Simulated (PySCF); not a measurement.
**Relaxation of triplet PtH4**

These are results of UPBE0/[Pt def2-TZVP with ECP60, H def2-TZVP], scalar-relativistic core potentials, density fitting, no spin–orbit coupling, PySCF, not measurements. A (50,194) grid was used.

A start displaced from a saddle point along its imaginary mode, of C2v symmetry, held to at least that symmetry:

```xyz
5
charge 0 multiplicity 3, angstrom
Pt   -0.0010   -0.0010    0.0000
H     1.5377    0.6692    0.0000
H     0.6692    1.5377    0.0000
H    -1.5739   -0.4320    0.0000
H    -0.4320   -1.5739    0.0000
```

Optimiser trace:
```tsv
step	E − E(last) (kJ/mol)	largest gradient (Eh/bohr)
0	44.93	0.00510
1	43.62	0.00648
2	41.87	0.00790
3	39.57	0.00944
4	36.71	0.01108
5	33.54	0.01262
6	28.04	0.01841
7	24.67	0.01268
8	19.15	0.00800
9	15.70	0.00532
10	13.39	0.00429
11	11.21	0.01510
12	7.81	0.00614
13	6.43	0.00440
14	5.98	0.00259
15	5.68	0.00253
16	3.23	0.01023
17	2.04	0.00539
18	0.66	0.00332
19	0.38	0.00206
20	0.01	0.00032
21	0.00	0.00010
22	0.00	0.00003
```

It ends at C2v with H–H 0.822 Å, Pt–H 1.609 Å (×2), Pt–H 1.857 Å (×2); H–H–Pt 77.2° (×2), H–Pt–H 25.6°, H–Pt–H 103.4° (×2), H–Pt–H 127.6°, H–Pt–H 129.0° (×2). A frequency run shows 2 imaginary modes, down to 667i cm⁻¹, so it is a higher-order saddle point. Other isomers or separated fragments may lie lower.

With open d or f shells other occupations or spin states may lie lower. At this level a singlet minimum of D2d symmetry lies 222 kJ/mol below this structure. With an element this heavy the missing spin–orbit coupling can shift these numbers.
